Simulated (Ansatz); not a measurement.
System: LaF$_{2}$, charge 1, multiplicity 1. The spin state was set by rule; other spins were not relaxed. 
Geometry from a B3LYP-D3(BJ)/def2-TZVP (Ansatz, a program for electronic structure) optimisation:
```
La
F 1 2.0689
F 1 2.0689 2 109.58
```
Charge +1, spin multiplicity 1.

Total electronic energies in hartree. Correlated levels leave the core frozen unless marked. Spin-orbit coupling is left out. Frozen are the shells of the preceding noble gas and the d and f shells that filled before the atom's block. Past Kr the def2 sets carry scalar-relativistic core potentials. CBS marks a two-point X^-3 extrapolation of the correlation energy; Hartree-Fock from the larger set. [CCSD(T)-MP2]/basis is that difference in the basis named.

```csv
level,program,energy (Eh)
RI-HF/def2-QZVPPD,Ansatz,-230.08261
PBE-D3(BJ)/def2-TZVPD,Ansatz + dftd3,-231.11340
BLYP-D4/def2-TZVPD,Ansatz + dftd4,-231.24911
revPBE-D4/def2-TZVPD,Ansatz + dftd4,-231.26081
r2SCAN/def2-TZVPD,Ansatz,-231.21429
B3LYP-D4/def2-TZVPD,Ansatz + dftd4,-231.29160
PBE0-D3(BJ)/def2-TZVPD,Ansatz + dftd3,-231.08391
PBE0/def2-TZVPD,Ansatz,-231.08274
BHLYP-D4/def2-TZVPD,Ansatz + dftd4,-231.12430
r2SCANh/def2-TZVPD,Ansatz,-231.18862
r2SCAN0-D4/def2-TZVPD,Ansatz + dftd4,-231.15176
CAM-B3LYP-D3(BJ)/def2-TZVPD,Ansatz + dftd3,-231.19998
B2GP-PLYP-D3(BJ)/def2-TZVPD,Ansatz + dftd3,-230.98049
B2PLYP-D4/def2-TZVPD,Ansatz + dftd4,-231.04224
RPA@PBE/def2-QZVPP,Ansatz,-230.95486
RI-MP2/def2-TZVPPD,Ansatz,-230.63766
RI-MP2/def2-QZVPPD,Ansatz,-230.69952
CCSD/def2-QZVPP,Ansatz,-230.68379
CCSD/def2-QZVPPD,Ansatz,-230.68470
CCSD(T)/def2-SVP,Ansatz,-230.24187
CCSD(T)/def2-TZVPP,Ansatz,-230.63999
"RI-MP2/CBS(def2-TZVPP,def2-QZVPP)+[CCSD(T)-MP2]/def2-TZVPP",Ansatz,-230.7427
"CCSD(T)/CBS(def2-TZVPPD,def2-QZVPPD)",Ansatz,-230.7405
```

Totals of different functionals don't rank their quality; only differences between species are comparable.
